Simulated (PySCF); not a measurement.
Species: C7H9NO.
Cartesian coordinates in Å at the PBE0-D3(BJ)/def2-SVP level; atoms count from 1:
```
atom  x, y, z in Å
C1    -2.9193   -1.3987    0.6695
C2    -2.7413   -0.0927    0.4524
C3    -1.4026    0.5226    0.3202
C4    -1.2952    1.9165   -0.1539
C5    -2.2796    2.6162   -0.7294
N6    -0.3704   -0.1830    0.6013
C7     0.9418    0.2633    0.6096
C8     1.8332   -0.4790   -0.3524
O9     1.3492    1.0994    1.3851
H10   -2.0553   -2.0655    0.7415
H11   -3.9183   -1.8250    0.7855
H12   -3.6060    0.5712    0.3821
H13   -0.3129    2.3776   -0.0194
H14   -3.2794    2.2064   -0.8945
H15   -2.1081    3.6395   -1.0729
H16    1.4034   -0.4703   -1.3657
H17    1.9090   -1.5324   -0.0428
H18    2.8301   -0.0217   -0.3550
```

All values: PBE0/def2-SVPD (PySCF, non-relativistic), on one gas-phase PBE0-D3(BJ)/def2-SVP geometry that isn't relaxed in the solvent. The solvent is an IEF-PCM continuum (van der Waals radii × 1.2), and excitations are vertical TDDFT with non-equilibrium linear response and a frozen core. Specific hydrogen bonds and non-electrostatic terms are outside this model.

```json
{"run": "gas", "E − E(gas) (kJ/mol)": "0.00", "HOMO (eV)": "-7.23", "HOMO–LUMO gap (eV)": "4.93", "dipole (D)": "3.73", "lowest singlet (eV)": "3.49", "static polarisability (au)": "101.2"}
{"run": "P", "E − E(gas) (kJ/mol)": "-27.97", "HOMO (eV)": "-7.47", "HOMO–LUMO gap (eV)": "5.22", "dipole (D)": "4.95", "lowest singlet (eV)": "3.73", "static polarisability (au)": "132.5"}
{"run": "Q", "E − E(gas) (kJ/mol)": "-33.43", "HOMO (eV)": "-7.52", "HOMO–LUMO gap (eV)": "5.27", "dipole (D)": "5.22", "lowest singlet (eV)": "3.78", "static polarisability (au)": "139.7"}
```

Task: The runs were made in dichloromethane and water. Which run belongs to which solvent?

Result: P = dichloromethane, Q = water. The dielectric constants are 8.93 (dichloromethane), 78.36 (water), and the energy falls further as ε rises. The optical constants n² used for the excitations are 2.03, 1.78 in the same order. In this model the ground state sees the solvent through ε alone.

Task: How constant is the ratio of the lowering to (ε − 1)/(2ε + 1)?

Result: 
| solvent | (ε − 1)/(2ε + 1) | E − E(gas) (kJ/mol) | ratio (kJ/mol) | polarisation term (kJ/mol) |
| --- | --- | --- | --- | --- |
| dichloromethane | 0.420 | -27.97 | -66.5 | -33.22 |
| water | 0.490 | -33.43 | -68.1 | -41.13 |

The ratio changes by +2.4 % in size from dichloromethane to water. The polarisation term is half the interaction of the solute with the induced surface charges.
